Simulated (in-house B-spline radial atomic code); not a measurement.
**S³⁺: 1s1 2s2 2p6 3s1 3p3 (with a hole in an inner shell)**

Level of theory: Dirac-Kohn-Sham relativistic LDA, spherical fractional occupations, Fermi nucleus of rms radius 3.2611 fm; calculated with a radial B-spline atomic code at the basis-set limit.

Z_r = [3n² - l(l+1)]/(2<r>); Z_e = n√(-2ε); the last column is Slater's effective charge. Values are occupation-weighted means over j.

```csv
shell,electrons,ε (eV),<r> (bohr),Z_r,Z_e,Slater
1s,1,-2605.8,0.0954,15.72,13.84,16.00
2s,2,-286.95,0.4566,13.14,9.18,12.70
2p,6,-237.69,0.408,12.25,8.36,12.70
3s,1,-58.063,1.417,9.53,6.20,7.15
3p,3,-45.76,1.51,8.28,5.50,7.15
```

The least bound orbital is 3p3/2 at -45.7 eV, and it is also the most diffuse (<r> = 1.511 bohr). The part-filled 1s shell lies below the filled 2p shell in orbital energy.

Spin-orbit splittings of the orbital energies (j = l + 1/2 above j = l - 1/2 when positive): 2p 1.597 eV, 3p 0.1789 eV.

For the 1s electron the small component carries 0.331 % of the norm, the zero-frequency Breit interaction raises the level by 1.157 eV, self-energy by 0.7851 eV, and vacuum polarisation lowers it by 0.05192 eV.
